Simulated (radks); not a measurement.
Values are calculated unless marked as measured or tabulated.
Task: All-electron atom: the platinum ion Pt28+ in [Kr] 4d10 4f4 (the NIST ground configuration). Level of theory: scalar-relativistic Kohn-Sham, PBE, spin-polarised, spherical densities, finite nucleus; open shells are filled with parallel spins first (spin-orbit coupling, left out, can overturn this in heavy ions); Fermi nuclear charge, rms radius 5.427 fm (a radial shooting solver on a logarithmic mesh with Libxc functionals). Some entries of the table are withheld. Estimate them.

orbital  occ.  eigenvalue (eV)  <1/r> (bohr^-1)  <r> (bohr)
1s down     1        -79344.83            93.91     0.01715
1s up       1        -79344.82            93.91     0.01715
2s up       1        -14724.11            22.01     0.07238
2s down     1        -14723.96            22.01     0.07238
2p up       3        -12890.57            19.66     0.06524
2p down     3        -12890.45            19.66     0.06524
3s up       1        -4188.253            8.178      0.1867
3s down     1        -4183.540            8.186      0.1866
3p up       3        -3653.525            7.484      0.1876
3p down     3        -3648.752            7.492      0.1874
3d up       5        -3074.364            7.045      0.1699
3d down     5        -3070.737            7.052      0.1697
4s up       1        -1579.790            3.674      0.3978
4s down     1        -1572.674            3.667      0.3982
4p up       3        -1394.309            3.374      0.4165
4p down     3        -1387.546            3.367      0.4170
4d up       5              (1)            3.109         (2)
4d down     5              (3)            3.101         (4)
4f up       4              (5)            2.842      0.4110
4f down     0              (6)            2.835      0.4123
5s up       0        -800.0740            1.920      0.7399
5s down     0        -796.7497            1.913      0.7415
5p up       0        -726.3161            1.785      0.7815
5p down     0        -723.2859            1.779      0.7833

Result: 
(1) 4d up eigenvalue (eV): -1173.498
(2) 4d up <r> (bohr): 0.4252
(3) 4d down eigenvalue (eV): -1166.794
(4) 4d down <r> (bohr): 0.4260
(5) 4f up eigenvalue (eV): -937.2280
(6) 4f down eigenvalue (eV): -929.6848
